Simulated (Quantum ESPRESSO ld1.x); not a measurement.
Question: Radial electron density D(r) = 4 pi r^2 rho(r) of an atom or ion with 21 electrons. Calculated with ld1.x of Quantum ESPRESSO 7.5: non-relativistic Kohn-Sham, revPBE, spin-unpolarised, spherical densities, point nucleus.

```
   r/bohr * D(r) (the largest magnitude, 27.8, reaches the edge; | marks zero)
 0.004878 |  *
 0.005544 |   *
 0.006301 |    *
 0.007161 |      *
 0.008139 |       *
 0.009251 |         *
  0.01051 |           *
  0.01195 |              *
  0.01347 |                 *
  0.01531 |                    *
   0.0174 |                        *
  0.01978 |                            *
  0.02248 |                                *
  0.02555 |                                     *
  0.02904 |                                         *
  0.03301 |                                             *
  0.03751 |                                                *
   0.0423 |                                                  *
  0.04807 |                                                  *
  0.05464 |                                                  *
   0.0621 |                                                *
  0.07058 |                                             *
  0.08022 |                                          *
  0.09117 |                                       *
   0.1036 |                                      *
   0.1178 |                                      *
   0.1328 |                                        *
   0.1509 |                                           *
   0.1715 |                                                *
   0.1949 |                                                    *
   0.2216 |                                                      *
   0.2518 |                                                     *
   0.2862 |                                                 *
   0.3253 |                                         *
   0.3697 |                                *
   0.4168 |                        *
   0.4738 |                  *
   0.5385 |               *
    0.612 |               *
   0.6956 |                 *
   0.7905 |                   *
   0.8985 |                    *
    1.021 |                  *
    1.161 |                *
    1.309 |            *
    1.487 |         *
     1.69 |     *
    1.921 |   *
    2.184 |  *
    2.482 | *
    2.821 |*
    3.206 |*
    3.644 *
    4.108 *
    4.669 *
    5.307 *
    6.031 *
    6.855 *
```

What is the nuclear charge?

Answer: Z = 22. The innermost maximum, from 1s, lies near 1/Z = 0.0455 bohr (found: 0.0488), and its height grows with Z. The density is that of the titanium ion Ti+ in [Ar] 3d3; the configuration itself is not fixed sharply by these data, and Z only to about a unit. D(r) has 3 maxima, at r = 0.0488, 0.229, 0.891 bohr, and minima at 0.110, 0.574 bohr, inside which lie 2.15, 10.47 electrons.
